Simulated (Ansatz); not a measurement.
A geometry relaxed with B3LYP-D3(BJ)/def2-TZVP (Ansatz, a quantum-chemistry and plane-wave program), charge 0, multiplicity 2:

```xyz
3

Ga    -0.0262     0.6143     0.0000
F      1.5227    -0.2428     0.0000
F     -1.4965    -0.3715     0.0000
```

Q: Write the SMILES of this molecule.

A: `[F][Ga][F]`
